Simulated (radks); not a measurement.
Cd, configuration [Kr] 4d9.5 5s1 5p1.5 (fractional occupations, a model configuration). Calculated with a radial shooting solver on a logarithmic mesh with Libxc functionals: Dirac Kohn-Sham, LDA (Slater exchange, Perdew-Wang correlation), spin-unpolarised, spherical densities, point nucleus; open shells fill j = l - 1/2 first.

X-ray form factor f0, the Fourier transform of the density (f0(0) = 48):

sin(theta)/lambda (1/angstrom),f0 (electrons)
0.05,46.955
0.1,44.511
0.15,41.630
0.2,38.711
0.25,35.876
0.3,33.196
0.4,28.511
0.5,24.851
0.6,22.112
0.8,18.393
1,15.662
1.25,12.653
1.5,10.100
2,6.885
